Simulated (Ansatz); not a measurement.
Reaction (formal exchange of groups at a B–N bond): `BN([SiH3])C=C` + `CC[SiH2]C` → `BCC[SiH2]C` + `C=CN[SiH3]`

Program: Ansatz. Geometries: PBE0-D4/def2-TZVP. ΔE: electronic, gas phase. CCSD(T)/CBS is the MP2 limit (def2-TZVPP, def2-QZVPP) plus CCSD(T) − MP2 in def2-TZVPP, frozen cores. This one scheme is used for every species. Functionals use def2-TZVPP. One conformer a species, not always the lowest.

CCSD(T)/CBS gives +140.6 kJ/mol.

Another level gave +144.4 kJ/mol. Which?
A. PBE/def2-TZVPP
B. ωB97M-V/def2-TZVPP
C. HF/def2-TZVPP
D. MP2/def2-TZVPP

D. MP2/def2-TZVPP 144.4, PBE 132.2, HF/def2-TZVPP 126.6, ωB97M-V 136.4 kJ/mol.

Largest T1 diagnostic among the species: 0.013.

The D4 term adds +5.9 kJ/mol with B3LYP and +3.0 kJ/mol with PBE0; it sums over pairs of atoms, weighted by their polarisabilities, and B3LYP, whose exchange is more repulsive, gets the larger term. In def2-TZVPP, CCSD(T) changes the Hartree–Fock value by +16.2 kJ/mol (the triples alone add +3.5 kJ/mol) and MP2 by +17.8 kJ/mol.

B3LYP here is the variant with VWN-RPA as its local correlation; programs differ in this.
